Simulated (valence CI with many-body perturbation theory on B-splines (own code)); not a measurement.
**Mo11+: calculated level list**

Method: valence CI with perturbative core correlation (CI+MBPT): three valence electrons over a frozen Dirac-Fock core [Ar] 3d10, a basis of 11 s, 11 p, 10 d, 8 f, 5 g, 2 h functions for each j, with the one-electron correlation potential Σ1 (screened to all orders), the two-electron term Σ2, the three-electron term Σ3, Breit, model QED; selected single and double excitations, second order for the rest, scaled by the run's own slope (own B-spline code, finite nucleus).

No measured levels were compared; by estimate levels hold to about 250 cm⁻¹ or 0.2 % of their energy and the worst to 1 %, as in measured heavy ions of charge 2 to 7; those with d or f electrons hold less well.

Levels 181 to 200 of 200, with energies above the lowest level, 4s²4p ²P°_1/2. "Leading %" is the weight of the configuration and term that name the level; weights of strongly mixed levels are sums over their largest components and can fall short. In the jj column 3d3/2^4 stands for four electrons in 3d with j = 3/2. Lifetimes count E1, E2, E3, M1 and M2 decay at the calculated energies, and are blank where another channel may lead or the interval is too uncertain; long ones can be off by a factor of two.

```tsv
No.	Configuration	Term	J	E (eV)	Leading %	Leading jj	g	Lifetime
181	4p²5s	²D	3/2	155.78	61	4p1/2 4p3/2 5s (88 %)	0.965	8.12 ps
182	4p²5s	²P	1/2	155.86	79	4p1/2 4p3/2 5s (90 %)	0.973	5.95 ps
183	4p²4f	²G°	9/2	155.86	61	4p1/2 4p3/2 4f7/2 (74 %)	1.179	16.0 ps
184	4p²4f	²F°	5/2	155.87	18	4p3/2 4d5/2^2 (19 %)	1.090	21.5 ps
185	4s4p5d	⁴P°	1/2	156.02	87	4s 4p3/2 5d3/2 (94 %)	2.428	33.9 ps
186	4p²4f	²F°	5/2	156.03	28	4p1/2 4p3/2 4f7/2 (32 %)	1.026	17.1 ps
187	4s4p5d	²F°	7/2	156.18	48	4s 4p3/2 5d3/2 (32 %)	1.100	17.6 ps
188	4p4d²	⁴P°	1/2	156.23	51	4p1/2 4d3/2 4d5/2 (59 %)	2.276	14.1 ps
189	4s4p5d	²F°	7/2	156.29	34	4p1/2 4p3/2 4f5/2 (27 %)	1.121	16.1 ps
190	4s4p5d	²P°	3/2	156.30	48	4s 4p3/2 5d5/2 (88 %)	1.378	35.2 ps
191	4p²4f	⁴F°	3/2	156.53	32	4p1/2 4p3/2 4f5/2 (41 %)	0.792	13.7 ps
192	4p²4f	²D°	5/2	156.61	39	4p1/2 4p3/2 4f5/2 (66 %)	0.985	12.0 ps
193	4s4p5d	²P°	1/2	156.84	67	4s 4p3/2 5d5/2 (72 %)	0.643	26.4 ps
194	4p²4f	⁴D°	1/2	157.04	35	4p1/2 4p3/2 4f5/2 (29 %)	0.244	15.4 ps
195	4p4d²	⁴D°	3/2	157.19	21	4p1/2 4p3/2 4f5/2 (46 %)	1.021	13.7 ps
196	4p²4f	²F°	7/2	157.36	29	4p1/2 4p3/2 4f7/2 (24 %)	1.117	13.1 ps
197	4p²4f	⁴G°	9/2	157.43	38	4p1/2 4p3/2 4f7/2 (24 %)	1.175	12.1 ps
198	4p4d²	⁴D°	5/2	157.70	60	4p3/2 4d3/2 4d5/2 (22 %)	1.357	16.4 ps
199	4p4d²	⁴F°	3/2	157.78	59	4p1/2 4d3/2^2 (33 %)	0.567	9.00 ps
200	4p4d²	⁴F°	5/2	158.01	72	4p1/2 4d3/2 4d5/2 (33 %)	1.067	10.0 ps
```

Names give the largest LS component (configuration and term), which can be under half, so a name can repeat, a term be missing and a line seem to break the LS rules; names also repeat where a configuration has a term twice.

Where two levels of one J and parity lie close, their mixing, g and order are uncertain.
